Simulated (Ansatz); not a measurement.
Cost and result for the atomization energy of CH₆ClFSi₂, SMILES `C[Si](F)([SiH3])Cl` (11 atoms, 10 bonds).

Z-matrix (Å, degrees):
```
C
Si 1 1.850
H 1 1.093 2 110.4
H 1 1.093 2 110.2 3 120.0
H 1 1.092 2 110.5 3 -120.1
F 2 1.601 1 108.3 3 -61.6
Si 2 2.341 1 116.1 3 60.8
Cl 2 2.058 1 108.9 3 -177.4
H 7 1.485 2 109.8 1 -179.7
H 7 1.488 2 110.2 1 -59.0
H 7 1.487 2 108.9 1 60.4
```

Total charge 0; spin multiplicity 1. All single points use the PBE0-D4/def2-TZVP geometry. Program: Ansatz. All runs use 4 threads of an Intel Xeon Platinum 8375C on a shared host. Times are those of one run each, without the atoms' runs, and a repeat can differ threefold. Electronic energies, without spin–orbit coupling; frozen cores. CCSD(T)/CBS adds CCSD(T) − MP2 in def2-TZVPP to the MP2 limit, and its time is that of the two runs behind it. T1 = 0.011. B3LYP takes the VWN-RPA correlation (the form of Gaussian; ORCA's B3LYP/G).

CCSD(T)/CBS is a level of theory with its own doubt, some kJ/mol a heavy atom from the limit and from the frozen cores, so smaller differences don't rank the functionals.

| level | functions | wall time | atomization (kJ/mol) | difference from CCSD(T)/CBS | per bond |
| --- | --- | --- | --- | --- | --- |
| BLYP-D4/def2-TZVPP | 272 | 3 s | 3788.8 | -54.2 | -5.4 |
| PBE0-D4/def2-TZVPP | 272 | 3.9 s | 3812.4 | -30.6 | -3.1 |
| BHLYP-D4/def2-TZVPP | 272 | 4.5 s | 3754.1 | -88.9 | -8.9 |
| PBE-D4/def2-TZVPP (with forces) | 272 | 4.7 s | 3845.0 | 2.0 | 0.2 |
| CCSD(T)/def2-SVP | 112 | 4.8 s | 3571.4 | -271.6 | -27.2 |
| B2PLYP/def2-TZVPP | 272 | 6.5 s | 3778.6 | -64.4 | -6.4 |
| r2SCAN-D4/def2-TZVPP (with forces) | 272 | 7 s | 3845.3 | 2.3 | 0.2 |
| B3LYP-D4/def2-TZVPP (with forces) | 272 | 7.5 s | 3817.3 | -25.7 | -2.6 |
| r2SCANh-D4/def2-TZVPP | 272 | 8 s | 3827.9 | -15.1 | -1.5 |
| B97M-V/def2-TZVPP | 272 | 9.5 s | 3860.1 | 17.1 | 1.7 |
| MP2/def2-QZVPP | 504 | 32 s | 3844.1 | 1.1 | 0.1 |
| CCSD(T)/def2-TZVPP | 272 | 2.3 min | 3739.5 | -103.5 | -10.3 |
| CCSD(T)/CBS(def2) | – | 2.9 min | 3843.0 | 0.0 | 0.0 |

From BLYP to BHLYP (50 % exact exchange), in def2-TZVPP and without D4, the atomization energy moves by −12.7 kJ/mol: exact exchange takes away binding that semilocal exchange gives to molecules. In def2-TZVPP, CCSD(T) changes the Hartree–Fock value by +811.4 kJ/mol (the triples alone add +44.5 kJ/mol) and MP2 by +854.0 kJ/mol; breaking electron pairs costs correlation energy, which Hartree–Fock lacks. Leaving LDA and LC-ωPBE aside and taking each functional with its dispersion term where it has one, the values spread over 105.9 kJ/mol, from BHLYP-D4 to B97M-V. LDA lies +469.7 kJ/mol from PBE without D4, its usual overbinding.
